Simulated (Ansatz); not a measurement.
Relaxation of Hg₅⁺ with UKS PBE0/def2-SVP.

```sh
$ ansatz run in.yaml --threads 4 --pin off --events-out ev --progress --plain --max-ram 4787MiB
```

```yaml
crystal:
  periodic: [false, false, false]
  atoms:
    - {symbol: Hg, position_ang: [-0.677070, 1.916470, 0.382650]}
    - {symbol: Hg, position_ang: [-2.152040, -0.997460, 0.847540]}
    - {symbol: Hg, position_ang: [0.657010, -1.827910, -0.366400]}
    - {symbol: Hg, position_ang: [0.246160, 0.582630, -2.438580]}
    - {symbol: Hg, position_ang: [1.925940, 0.326270, 1.574790]}
basis:
  gaussian: {orbitals: def2-SVP}
total_charge: 1
magnetization: {spin_polarized: true, initial_magnetization: 1}
hamiltonian: {xc: pbe0}
scf: {lower_state_search: "off"}
output: {orbitals: {seedname: orbitals}}
relax: {f_tol: 0.02, max_steps: 100}
```

It took 24 s on 4 threads of Arm Neoverse V2 on a shared host, peak host memory 0.73 GiB.

Positions (Å) and forces (eV/Å) at steps 1, 2, 4 of 4:

```xyz
5
step=1 energy=-20878.6923 eV
Hg   -0.677    1.916    0.383    0.013   -0.062    0.003
Hg   -2.152   -0.997    0.848    0.014    0.034   -0.006
Hg    0.657   -1.828   -0.366   -0.006    0.027   -0.018
Hg    0.246    0.583   -2.439   -0.001   -0.016    0.030
Hg    1.926    0.326    1.575   -0.020    0.017   -0.009
5
step=2 energy=-20878.6932 eV
Hg   -0.675    1.908    0.384    0.011   -0.053    0.002
Hg   -2.152   -0.993    0.846    0.011    0.030   -0.004
Hg    0.656   -1.824   -0.368   -0.004    0.018   -0.016
Hg    0.246    0.580   -2.436   -0.001   -0.010    0.024
Hg    1.926    0.329    1.574   -0.017    0.015   -0.006
5
step=4 energy=-20878.6961 eV
Hg   -0.663    1.844    0.385    0.000   -0.001    0.000
Hg   -2.158   -0.956    0.846    0.000    0.001    0.000
Hg    0.662   -1.836   -0.382    0.001   -0.002   -0.001
Hg    0.241    0.590   -2.425    0.000    0.001    0.001
Hg    1.918    0.359    1.576   -0.001    0.001    0.000
```

In the def2 sets Hg takes a core potential; there is no spin–orbit coupling. The relaxation made no stability test and no search for a lower SCF solution. Another isomer (doublet) lies 0.27 eV lower at PBE0/def2-TZVP; other spin states weren't run for this one.
